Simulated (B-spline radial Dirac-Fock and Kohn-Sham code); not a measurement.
# Dipole and non-dipole photoemission parameters of Rh⁺ 4d5/2

System: the Rh⁺ ion, [Kr] 4d8; threshold 17.53 eV (orbital energy of the model). Calculated with a B-spline atomic structure program, using Dirac-Hartree-Slater photoionisation with a Latter tail; cross sections with all multipoles, angular parameters from the dipole term and its interference with E2.

```
hν (eV)  σ (kb)       β       γ       δ
     60    3850   1.296  -0.007   0.005
   84.1     419   1.995   0.012   0.001
    100     120   0.864   0.194  -0.026
    115     114  -0.729   0.262  -0.041
    125     146  -0.659   0.209  -0.035
    139     194  -0.308   0.146  -0.027
    140     197  -0.284   0.142  -0.027
    235     267   0.746   0.003  -0.008
    300     218   0.976  -0.021  -0.001
    469     112   1.217  -0.008   0.012
    513    94.7   1.246   0.004   0.014
    596    70.1   1.281   0.030   0.019
    600    69.1   1.283   0.032   0.019
    663    55.7   1.298   0.055   0.022
    800    36.3   1.313   0.109   0.028
    849    31.5   1.314   0.128   0.030
    883    28.6   1.313   0.142   0.031
    915    26.2   1.313   0.155   0.033
    944    24.3   1.311   0.167   0.034
    984    21.9   1.309   0.183   0.035
   1180    13.7   1.291   0.259   0.043
   1220    12.5   1.286   0.275   0.044
   1850    3.86   1.198   0.488   0.068
   2280       ?       ?       ?       ?
   2320    1.94   1.132   0.619   0.086
   3420   0.551   0.998   0.855   0.129
   4000   0.323   0.940   0.950   0.152
   5520   0.103   0.817   1.137   0.211
   6000  0.0763   0.786   1.183   0.230
 9251.7  0.0149   0.629   1.400   0.346
```

Question: Give the values at 2280 eV.

Answer: σ = 2.04 kb, β = 1.137, γ = 0.609, δ = 0.084.
